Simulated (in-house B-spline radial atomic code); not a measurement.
**Mn+: [Ar] 3d4 4s1 5p1 (an excited or competing configuration)**

Level of theory: non-relativistic TPSSh, spin-polarised, spherical fractional occupations, exact exchange averaged over the configuration, point nucleus; calculated with a B-spline radial code for spherical atoms.

Screening seen three ways: the hydrogenic charge with the same mean radius, Z_r = [3n² - l(l+1)]/(2<r>), the one with the same energy, Z_e = n√(-2ε), and Slater's rules. Values are occupation-weighted means over spin.

```tsv
shell	electrons	ε (eV)	<r> (bohr)	Z_r	Z_e	Slater
1s	2	-6423.6	0.06152	24.38	21.73	24.70
2s	2	-762.1	0.2819	21.29	14.97	20.85
2p	6	-654.61	0.2482	20.15	13.87	20.85
3s	2	-106.79	0.8527	15.83	8.40	13.75
3p	6	-75.501	0.8957	13.96	7.07	13.75
3d	4	-28.675	1.055	9.95	4.36	5.95
4s	1	-18.27	2.492	9.63	4.64	4.80
5p	1	-4.5843	7.091	5.15	2.90	2.15
```

The least bound orbital is 5p up at -4.584 eV, and it is also the most diffuse (<r> = 7.091 bohr).
